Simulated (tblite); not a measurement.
Compound: C₇H₈NO (doublet state).
SMILES with atom numbers: `[CH2:1]=[C:2][C:3](=[O:4])[NH:5][CH2:6][C:7]#[C:8][CH3:9]` (hydrogens: H10, H11 on C1; H12 on N5; H13, H14 on C6; H15, H16, H17 on C9)

Structure optimised with GFN2-xTB, isolated species. This method treats the open shell by occupation alone, without spin polarisation.

Q: What internal coordinates does the optimisation give?

A: 
```csv
bond,length (Å),order
C1=C2,1.285,double
C2–C3,1.406,single
C3=O4,1.227,double
C3–N5,1.378,single
N5–C6,1.447,single
C6–C7,1.453,single
C7≡C8,1.199,triple
C8–C9,1.446,single
C1–H10,1.083,single
C1–H11,1.087,single
N5–H12,1.008,single
"C6–H13, C6–H14",1.097,single
"C9–H15, C9–H16, C9–H17",1.090,single
```

Bonds in one row agree within 0.01 Å and their mean is given. Orders are formal, as drawn. A selection of angles:
```csv
angle,degrees
C2–C1–H10,122.4
C2–C1–H11,123.3
H10–C1–H11,114.3
C1–C2–C3,161.8
C2–C3–O4,123.3
C2–C3–N5,113.9
O4–C3–N5,122.8
C3–N5–C6,120.9
C3–N5–H12,118.6
C6–N5–H12,117.3
N5–C6–C7,111.5
N5–C6–H13,106.5
N5–C6–H14,109.7
C7–C6–H13,110.2
H13–C6–H14,109.1
C6–C7–C8,176.1
C7–C8–C9,178.2
C8–C9–H15,109.8
H15–C9–H16,109.0
```

Torsions: C1–C2–C3–O4 72° (synclinal); C2–C3–N5–C6 170° (antiperiplanar); C3–N5–C6–C7 -111° (anticlinal). The mirror-image conformer, all signs reversed, is as good.

C1 (carbon bonded to C and 2 H) is planar (angles 123.3°, 122.4° and 114.3°, sum 360.0°, 0.00 Å off the plane of its three neighbours). N5 (nitrogen bonded to 2 C and H) is almost planar (angles 120.9°, 118.6° and 117.3°, sum 356.8°, 0.13 Å off the plane of its three neighbours). Of the pairs four or more bonds apart, O4···H13 is among the closest relative to their van der Waals radii: 2.31 Å, 85 % of the sum of Bondi's values. The 5 C–C bonds span 1.199 Å (C7≡C8, drawn triple) to 1.453 Å (C6–C7, drawn single), a spread of 0.254 Å. C3 (carbon bonded to C, N and O) is planar (angles 123.3°, 122.8° and 113.9°, sum 359.9°, 0.02 Å off the plane of its three neighbours). The 2 C–N bonds span 1.378 Å (C3–N5, drawn single) to 1.447 Å (N5–C6, drawn single), a spread of 0.069 Å. C2 (carbon bonded to 2 C) is bent (angle 161.8°).

Point group: C1 (no symmetry element, even within 0.4 Å). Its lowest GFN2-xTB frequency is 10i cm⁻¹, too small to tell a flat minimum from a shallow saddle. 3 starts were optimised and ended at 0.00, 0.09 and 0.89 kcal/mol (GFN2-xTB); the lowest of these is shown.

The numbers are calculated, not measured.
